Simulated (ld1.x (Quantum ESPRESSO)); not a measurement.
## As (Z = 33), PAW: configuration errors across variants

```
Element                 : arsenic
Generator               : ld1.x (Quantum ESPRESSO) 7.5
Type                    : PAW
Functional              : LDA (PZ)
Relativity              : scalar-relativistic
Frozen core             : [Ar]
Valence charge          : 15
Reference configuration : 3d10 4s2 4p1 (charge +2)
Partial waves           : 4s (bound): rcut 1.20, rcutus 1.65 bohr; 4s channel at 2.55 Ry: rcut 1.20, rcutus 1.65 bohr; 4p (bound): rcut 1.00, rcutus 1.40 bohr; 4p channel at 0.1 Ry: rcut 1.00, rcutus 1.40 bohr; 3d (bound): rcut 0.50, rcutus 0.70 bohr; 3d channel at -3.45 Ry: rcut 0.50, rcutus 0.70 bohr
Local potential         : all-electron potential smoothed inside 0.65 bohr (lloc = -2)
Core correction         : a·sin(br)/r model core, default radius (core density twice the valence density)
Augmentation charge     : BESSEL, radius 0.45 bohr
```

All-electron excitation energies from the reference (eV): (1) 3d10 4s2 4p3 -27.488; (2) 3d10 4s2 4p2 -18.162; (3) 3d10 4s2 4p0 28.040; (4) 3d10 4s1 4p3 -8.001; (5) 3d10 4s1 4p4 -18.005; (6) 3d9 4s2 4p3 23.605; (7) 3d10 4s0 4p5 -8.282; (8) 3d10 4s2 4p1 spin -0.226; (9) 3d10 4s2 4p3 spin -28.812.

Spin tests fill each open shell by Hund’s rule, majority spin first.

The default core radius of the base comes out at 0.28 bohr.

3 further variants failed, have other tests or too few solved ones, and are left out.

A true bound ghost makes a file unfit for plane-wave use even where its test errors are small: the radial tests pick states by their node count and pass the ghost by.

Errors AE − PS in meV (a dash: test not solved or not reliable):

| change | (1) | (2) | (3) | (4) | (5) | (6) | (7) | (8) | (9) | bound ghosts |
| --- | --- | --- | --- | --- | --- | --- | --- | --- | --- | --- |
| base | +2.9 | +1.9 | -4.1 | +11 | +13 | -301 | +56 | -0.1 | +2.7 | s, p |
| wave 4p channel at 0.1 Ry: rcut 1.00, rcutus 1.40 bohr becomes 4p channel at 3 Ry: rcut 1.00, rcutus 1.40 bohr | +2.4 | +1.7 | -4.1 | +11 | +13 | -304 | +56 | -0.1 | +1.8 | s, p |
| local potential all-electron potential smoothed inside 1.55 bohr (lloc = -1) | +3.3 | +2.3 | -4.8 | +5.8 | +7.0 | -315 | +8.0 | -0.1 | +2.4 | p |
| core correction a·sin(br)/r model core inside 0.26 bohr | +2.9 | +1.9 | -4.1 | +11 | +13 | -301 | +56 | -0.1 | +2.7 | s, p |

Question: Give the same row for: waves 4s (bound): rcut 1.20, rcutus 1.38 bohr; 4s channel at 2.55 Ry: rcut 1.20, rcutus 1.38 bohr.

Answer: +4.0, +2.7, -5.7, +1.5, +3.0, -290, +1.9, -0.1, +3.8; bound ghosts: s, p.
